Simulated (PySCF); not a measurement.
# UHF on Ar²⁺ (argon, charge +2)

Configuration: [Ne] 3s2 3p4, high-spin 3P determinant. Computed with PySCF 2.14 in aug-cc-pV(5+d)Z (8s7p6d4f3g2h, 136 functions), with no relativity, point nucleus.

| Quantity | Value |
| --- | --- |
| Total energy | -525.313655 hartree |
| One-electron energy | -709.6058 hartree |
| Hartree (Coulomb) energy | 213.7666 hartree |
| Exchange energy | -29.4745 hartree |
| Kinetic energy | 525.25137 hartree |
| ⟨S²⟩ | 2.0100 |
| ⟨L²⟩ | 2.035 |
| Sum of ⟨r⟩ | 11.82 bohr |
| Sum of ⟨r²⟩ | 15.70 bohr² |
| Traceless quadrupole moment −½Σ⟨3z² − r²⟩ along its main axis | -1.01 e·bohr² |
| Density at the nucleus (Gaussians lack the cusp) | 3830 bohr⁻³ |
| Spin density at the nucleus | 0.151 bohr⁻³ |
| Langevin diamagnetic susceptibility | -12.4 ×10⁻⁶ cm³/mol |

| shell | electrons | mean orbital energy (eV) | spread (eV) | rms radius, mean of both spins (bohr) |
| --- | --- | --- | --- | --- |
| 1s α | 1 | -3258.8 | 0 | 0.0998 |
| 1s β | 1 | -3257.9 | 0 | 0.0998 |
| 2s α | 1 | -365.69 | 0 | 0.448 |
| 2s β | 1 | -364.86 | 0 | 0.448 |
| 2p α | 3 | -291.10 | 0.920 | 0.417 |
| 2p β | 3 | -289.57 | 0.734 | 0.417 |
| 3s α | 1 | -63.625 | 0 | 1.44 |
| 3s β | 1 | -55.684 | 0 | 1.44 |
| 3p α | 3 | -43.571 | 2.581 | 1.59 |
| 3p β | 1 | -40.446 | 0 | 1.59 |

Spin-orbit constants ζ (cm⁻¹) from the X2C one-electron operator on these orbitals (non-relativistic here): bare nucleus, nucleus screened by l(l+1)(2l+1)/3 electrons, and screened by the Breit-Pauli mean field of the electrons.

```tsv
shell	bare	screened nucleus	mean field
2p	12920	11490	10830
3p	1199	1065	993.9
```

To first order the Landé constant is A = -497.0 cm⁻¹, so the lowest level has J = 2 and lies 0.0616 eV below the centre of the term. This holds in LS coupling only.
